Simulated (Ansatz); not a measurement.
`[Cl][Sn]([Cl])([Br])[Br]` and `ClC(Cl)(Br)Br` differ in one element.

Ansatz, PBE0-D4/def2-TZVP geometries, multiplicity 1. 

Elements past krypton have def2 core potentials. Scalar relativity is left out up to krypton. Spin–orbit coupling is left out; it splits and shifts lone-pair levels of the heavy atoms by tenths of an eV.

```csv
property,`[Cl][Sn]([Cl])([Br])[Br]`
zero-point energy (PBE0-D4/def2-TZVP) / kJ/mol,10.7
HOMO–LUMO gap (ωB97M-V/def2-TZVPP) / eV,9.96
HOMO energy (B3LYP/def2-TZVPP) / eV,-8.81
size of the dipole moment (B3LYP/def2-TZVPP) / D,0.55
HOMO energy (PBE/def2-TZVPP) / eV,-7.78
HOMO–LUMO gap (B3LYP/def2-TZVPP) / eV,5.21
```

(1) What does the change do to each property? (An estimate is asked.)

Results:

(1) Ansatz gave: 
```json
{"property": "zero-point energy (PBE0-D4/def2-TZVP) / kJ/mol", "`ClC(Cl)(Br)Br`": "22.1", "shift": "11.4"}
{"property": "HOMO–LUMO gap (ωB97M-V/def2-TZVPP) / eV", "`ClC(Cl)(Br)Br`": "10.61", "shift": "0.65"}
{"property": "HOMO energy (B3LYP/def2-TZVPP) / eV", "`ClC(Cl)(Br)Br`": "-8.08", "shift": "0.73"}
{"property": "size of the dipole moment (B3LYP/def2-TZVPP) / D", "`ClC(Cl)(Br)Br`": "0.00", "shift": "-0.55"}
{"property": "HOMO energy (PBE/def2-TZVPP) / eV", "`ClC(Cl)(Br)Br`": "-7.03", "shift": "0.75"}
{"property": "HOMO–LUMO gap (B3LYP/def2-TZVPP) / eV", "`ClC(Cl)(Br)Br`": "5.71", "shift": "0.50"}
```

With PBE0 the HOMO rises by 0.75 eV and the LUMO rises by 1.19 eV, so the gap widens by about 0.44 eV. PBE moves the HOMO by 0.75 eV and ωB97M-V by 0.73 eV.

B3LYP here is the variant with VWN-RPA as its local correlation; programs differ in this.

Positive LUMOs are unbound, so they and the gaps depend on the basis.
